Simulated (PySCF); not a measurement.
A GIAO shielding run with PySCF (density fitting, non-relativistic, gas phase) on SMILES CS[Si@H](O[SiH3])O[SiH2]P, CH11O2PSSi3:

```
{"job": {"kind": "nmr", "xc": "PBE0", "basis": "pcSseg-1"}, "charge": 0, "multiplicity": 1}
C     -2.925179     1.483356     0.539138
S     -1.199242     2.069966     0.512298
Si    -0.389391     0.707314    -0.904813
O     -0.909598    -0.771264    -0.546380
Si    -0.935864    -2.099893     0.399126
O      1.213299     0.832826    -0.856064
Si     2.569799     0.844270     0.040604
P      2.747177    -1.131233     1.078824
H     -3.413578     1.758128    -0.390198
H     -2.938222     0.406163     0.670101
H     -3.414083     1.971206     1.375167
H     -0.768445     0.948180    -2.279637
H     -2.276617    -2.623189     0.135856
H      0.138831    -2.967751    -0.072414
H     -0.763568    -1.701538     1.794549
H      2.470876     1.898347     1.049380
H      3.572255     1.139292    -0.983097
H      3.162566    -1.837714    -0.041612
H      4.049181    -0.917214     1.502039
```

Hardware: 1 thread of an Arm Neoverse N1, shared host. The job also computes population analyses, field gradients.

(1) How large is the calculation?

(2) How long does it take?

## Answers

(1) 106 electrons, 226 basis functions and 1296 auxiliary functions.

(2) 83 s of wall time, with 13 SCF cycles and 5 response iterations. Times on a shared host scatter by some tens of per cent.
